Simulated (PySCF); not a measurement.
C3H8O2Si.
SMILES: `C(=O)(O)CC[SiH3]`

Jobs on this species (14 atoms, 56 electrons) with PySCF (density fitting). Hardware of each: one thread of an Arm Neoverse V1 (shared host). The host was shared with other jobs, so the times are rough.

Problem. Rank these jobs by wall time, shortest first.
A. PBE0-D3(BJ)/def2-SVP, grid level 1; geometry optimisation from a GFN2-xTB start; 128 basis functions
B. PBE0/def2-SVP; shieldings, charges and field gradients; 128 basis functions
C. B97-D/pcSseg-1; shieldings; 149 basis functions

Solution. B (13 s), C (21 s), A (39 s).

All jobs:

| level and settings | work | basis functions | SCF cycles | wall time |
| --- | --- | --- | --- | --- |
| PBE0/6-31G* | shieldings, charges and field gradients | 104 | 14 | 11 s |
| PBE0/def2-SVP | shieldings, charges and field gradients | 128 | 14 | 13 s |
| B3LYP/pcSseg-1 | shieldings | 149 | 15 | 13 s |
| B97-D/pcSseg-1 | shieldings | 149 | 15 | 21 s |
| KT3/pcSseg-1 | shieldings | 149 | 16 | 22 s |
| KT2/pcSseg-1 | shieldings | 149 | 16 | 23 s |
| PBE0/6-311+G(2d,p) | shieldings, charges and field gradients | 218 | 14 | 29 s |
| PBE0/def2-TZVP | shieldings, charges and field gradients | 240 | 14 | 35 s |
| PBE0-D3(BJ)/def2-SVP, grid level 1 | geometry optimisation from a GFN2-xTB start | 128 | 43 | 39 s |

Problem. What do all jobs in the table cost together?

Solution. About 3.4 min; the longest takes about 19 % of that, and about 3.5 times as long as the shortest.
